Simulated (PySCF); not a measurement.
C7H10AlN.
SMILES with atom numbers: `[CH2:1]=[CH:2][c:3]1[cH:4][cH:5][cH:6][n+:7]([AlH3-:8])[cH:9]1` (hydrogens: H10, H11 on C1; H12 on C2; H13 on C4; H14 on C5; H15 on C6; H16, H17, H18 on Al8; H19 on C9)

Geometry (PBE0-D3(BJ)/def2-SVP, Å), atoms numbered from 1 in this order:
```
atom  x, y, z in Å
C1     3.3450   -1.0539    0.0245
C2     2.0298   -1.2622    0.1482
C3     0.9691   -0.2613   -0.0011
C4     1.1962    1.0908   -0.2963
C5     0.1215    1.9621   -0.4193
C6    -1.1671    1.4721   -0.2463
N7    -1.3936    0.1846    0.0363
Al8   -3.3234   -0.4729    0.3017
C9    -0.3643   -0.6575    0.1551
H10    4.0535   -1.8741    0.1568
H11    3.7693   -0.0739   -0.2108
H12    1.6783   -2.2723    0.3838
H13    2.2145    1.4620   -0.4299
H14    0.2749    3.0175   -0.6494
H15   -2.0482    2.1132   -0.3341
H16   -3.0167   -2.0356    0.5392
H17   -3.9788   -0.0384   -1.1013
H18   -3.7640    0.4017    1.5775
H19   -0.6261   -1.6945    0.3859
```

Level: B3LYP/def2-SVPD in PySCF, non-relativistic, on one gas-phase PBE0-D3(BJ)/def2-SVP geometry that isn't relaxed in the solvent. The solvent is an IEF-PCM continuum (van der Waals radii × 1.2), and excitations are vertical TDDFT with non-equilibrium linear response and a frozen core. Specific hydrogen bonds and non-electrostatic terms are outside this model.

Gas-phase singlets (H = HOMO, L = LUMO):

```
state  E (eV)  λ (nm)      f  leading configurations
   S1   3.589     345  0.016                 H→L 99%
   S2   3.709     334  0.001               H-1→L 99%
   S3   4.211     294  0.022               H→L+1 93%
   S4   4.325     287  0.000             H-1→L+1 99%
   S5   4.504     275  0.169  H-2→L 78%, H-2→L+1 12%
```

Q: How does the list change in dichloromethane (ε = 8.93)?

A: 
| state | E (eV) | λ (nm) | f | leading configurations | change by rank (eV) |
| --- | --- | --- | --- | --- | --- |
| S1 | 4.378 | 283 | 0.163 | H→L 88%, H→L+1 9% | +0.789 |
| S2 | 4.674 | 265 | 0.015 | H-1→L 93% | +0.965 |
| S3 | 4.766 | 260 | 0.002 | H-2→L 99% | +0.555 |
| S4 | 5.018 | 247 | 0.437 | H→L+1 70%, H-3→L 10% | +0.693 |
| S5 | 5.365 | 231 | 0.001 | H-2→L+1 89%, H-1→L+1 10% | +0.861 |

Q: How do the frontier levels move from gas to dichloromethane?

A: 
| orbital | gas (eV) | solvent (eV) | change (eV) | Löwdin shares, gas | Löwdin shares, solvent |
| --- | --- | --- | --- | --- | --- |
| LUMO+2 | -0.16 | 0.23 | +0.39 | C2 24 %, C1 18 %, C6 11 %, C5 10 % | Al8 35 %, H17 8 %, H18 8 %, H16 8 % |
| LUMO+1 | -1.96 | -1.52 | +0.44 | C9 26 %, C5 16 %, N7 13 %, C3 10 % | C9 26 %, C5 16 %, N7 13 %, C3 11 % |
| LUMO | -2.65 | -2.18 | +0.47 | C4 19 %, C6 16 %, N7 13 %, C3 12 % | C4 20 %, C6 17 %, N7 14 %, C3 12 % |
| HOMO | -6.86 | -7.06 | -0.20 | Al8 36 %, H18 29 %, H17 26 % | C1 25 %, C2 19 %, C3 11 %, C6 10 % |
| HOMO-1 | -7.03 | -7.54 | -0.51 | Al8 37 %, H16 36 %, H17 12 %, H18 9 % | Al8 34 %, H18 29 %, H17 24 % |
| HOMO-2 | -7.58 | -7.63 | -0.05 | C1 25 %, C2 19 %, C3 12 %, C9 11 % | H16 37 %, Al8 36 %, H17 13 %, H18 8 % |
| HOMO-3 | -8.80 | -8.52 | +0.28 | Al8 28 %, N7 23 %, H16 12 %, H17 11 % | C5 29 %, C4 18 %, C6 12 %, C9 9 % |

The HOMO–LUMO gap goes from 4.21 to 4.87 eV. Rows go by rank; for HOMO-3, HOMO-2, HOMO-1, HOMO and LUMO+2 the atom shares or the degeneracy differ between the runs, so the row needn't follow one orbital.
